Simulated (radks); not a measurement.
Gd X, configuration [Xe] 6s1 (not the ground configuration). All-electron calculation, scalar-relativistic Kohn-Sham, r2SCAN, spin-polarised, spherical densities, finite nucleus; open shells are filled with parallel spins first (spin-orbit coupling, left out, can overturn this in heavy ions); meta-GGA in the generalised Kohn-Sham scheme; Fermi nuclear charge, rms radius 5.1569 fm. Program: a radial shooting solver on a logarithmic mesh with Libxc functionals.

Unscreened Slater integrals over Kohn-Sham orbitals (hartree). They are taken over the spin-up orbitals. Empty in this configuration: 5d.

F0(6s,6s): 0.42276
F0(6s,5p): 0.50032
G1(6s,5p): 0.048690
F0(6s,5s): 0.50805
G0(6s,5s): 0.032445
F0(6s,4d): 0.55233
G2(6s,4d): 0.025116
F0(6s,5d): 0.48520
G2(6s,5d): 0.084003
F0(5p,5p): 0.73116
F2(5p,5p): 0.39771
F0(5p,5s): 0.75942
G1(5p,5s): 0.51947
F0(5p,4d): 0.89523
F2(5p,4d): 0.28930
G1(5p,4d): 0.081523
G3(5p,4d): 0.082275
F0(5p,5d): 0.67653
F2(5p,5d): 0.35668
G1(5p,5d): 0.44209
G3(5p,5d): 0.28062
F0(5s,5s): 0.79272
F0(5s,4d): 0.95583
G2(5s,4d): 0.10602
F0(5s,5d): 0.69716
G2(5s,5d): 0.32122
F0(4d,4d): 1.5003
F2(4d,4d): 0.76780
F4(4d,4d): 0.51757
F0(4d,5d): 0.79829
F2(4d,5d): 0.22521
F4(4d,5d): 0.10907
G0(4d,5d): 0.054085
G2(4d,5d): 0.067283
G4(4d,5d): 0.057121
F0(5d,5d): 0.63485
F2(5d,5d): 0.33960
F4(5d,5d): 0.23315
